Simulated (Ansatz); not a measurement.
Gas-phase electronic energies from Ansatz, PBE0-D4/def2-TZVP geometries. CCSD(T)/CBS is the MP2 limit (def2-TZVPP, def2-QZVPP) plus CCSD(T) − MP2 in def2-TZVPP, frozen cores. DFT in def2-TZVPP. Elements past krypton have def2 core potentials. For Sn, Zn outer-core shells are correlated without core-valence functions, which leaves a few kJ/mol of doubt a bond. Scalar relativity is left out up to krypton. Each species was taken in one conformer, which may not be the lowest.

Consider the redistribution: `C[O][Sn][Cl]` + `CC(C)[O][Zn][Cl]` → `CC(C)[O][Sn][Cl]` + `C[O][Zn][Cl]`.

Q: Is it downhill or uphill in electronic energy at CCSD(T)/CBS, and by how much? (Estimate.)

A: The calculation gave: Uphill: ΔE = +2.4 kcal/mol.

Q: What do these levels give: r2SCAN-D4, ωB97M-V, B2PLYP, MP2/def2-TZVPP, CCSD/def2-TZVPP, MP2/CBS(def2)? (Best estimate.)

A: The calculation gave: r2SCAN-D4 3.4, ωB97M-V 2.7, B2PLYP 2.7, MP2/def2-TZVPP 2.2, CCSD/def2-TZVPP 2.4, MP2/CBS(def2) 2.1 kcal/mol.

Largest T1 diagnostic among the species: 0.017.

The D4 term adds −0.9 kcal/mol with B3LYP and −0.6 kcal/mol with PBE0; it sums over pairs of atoms, weighted by their polarisabilities, and B3LYP, whose exchange is more repulsive, gets the larger term.

B3LYP here is the variant with VWN-RPA as its local correlation; programs differ in this.
